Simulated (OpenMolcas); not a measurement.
## Sc: thermal populations, the spin-orbit constant, worked from levels

```yaml
Program: OpenMolcas
Basis: ANO-L-VDZP [5s4p2d1f]
Scalar_Hamiltonian: non-relativistic, point nucleus
Active_space: 3 electrons in 6 orbitals (3d 4s)
State_averaging: 2S+1 = 4 even, 10 roots; 2S+1 = 2 even, 29 roots
Spin-orbit_coupling: state interaction with AMFI integrals over the reference wave functions, term energies averaged over their components
```

Methods: CASSCF; MS-CASPT2, IPEA 0.25 Eh, imaginary shift 0.1 Eh (closed shells correlated: 3s 3p). Measured levels: NIST Handbook of Basic Atomic Spectroscopic Data.

**Thermal populations.** Z = Σ (2J + 1) exp(-E/kT) with k = 0.695035 cm-1/K, over the levels below. No other level of either list lies under 15600 cm-1, which is above 7 kT at each temperature.

```csv
Level,2J + 1,MS-CASPT2,measured
3d 4s² ²D_3/2,4,0.0,0.0
3d 4s² ²D_5/2,6,141,168
3d² 4s ⁴F_3/2,4,11220,11520
3d² 4s ⁴F_5/2,6,11270,11558
3d² 4s ⁴F_7/2,8,11330,11610
3d² 4s ⁴F_9/2,10,11410,11677
3d² 4s ²F_5/2,6,14640,14926
3d² 4s ²F_7/2,8,14770,15042
```

```json
{"T (K)": "1000", "Z, MS-CASPT2": "8.898", "Z, measured levels": "8.712", "Ground level (%), MS-CASPT2": "45.0", "Ground level (%), measured levels": "45.9"}
{"T (K)": "2000", "Z, MS-CASPT2": "9.430", "Z, measured levels": "9.324", "Ground level (%), MS-CASPT2": "42.4", "Ground level (%), measured levels": "42.9"}
{"T (K)": "3000", "Z, MS-CASPT2": "9.742", "Z, measured levels": "9.653", "Ground level (%), MS-CASPT2": "41.1", "Ground level (%), measured levels": "41.4"}
```

At 3000 K, kT = 2085 cm-1, and the computed levels give Z = 4.000 + 5.608 + 0.018 + 0.027 + 0.035 + 0.042 + 0.005 + 0.007 = 9.742.

**The spin-orbit constant.** For the Hund term ²D of d1, E(J) = (A/2) J(J+1) + constant and ζ = 2S·A = A. From J = 3/2 to J = 5/2 the energy changes by 2.5 A.

| Source | E(5/2) - E(3/2) | A | ζ |
| --- | --- | --- | --- |
| CASSCF | 135.9 | 54.4 | 54 |
| MS-CASPT2 | 140.5 | 56.2 | 56 |
| measured | 168.3 | 67.3 | 67 |

All in cm-1. MS-CASPT2 is off by -16.5 % and CASSCF by -19.3 %. Both methods take the spin-orbit matrix elements from the reference wave functions, so the second can move ζ only through the term energies and any multistate remixing.

Term energies are means over components that CASPT2 splits; among the terms shown or strongly mixed into the levels shown the widest spread is 2800 cm-1 (3d² 4s ²F, MS-CASPT2). Over all roots computed the reference weight is 0.86 to 0.93 in MS-CASPT2; the roots of lowest weight are the least certain, and an intruder state may touch them. A single d shell beside an s shell can misplace configurations of different d count against each other. Without dynamic correlation excited terms often stand tens of per cent too high (terms of higher spin than the ground term too low), and those without a measured partner can miss by more than the paired ones (holds for CASSCF). Measured partners are found by configuration, term and J. A level has none where our copy of the source lacks it or the pairing is in doubt (some pairs that miss far off the trend of their configuration count as doubtful), and it then counts in no deviation. Only configurations of the active space appear.
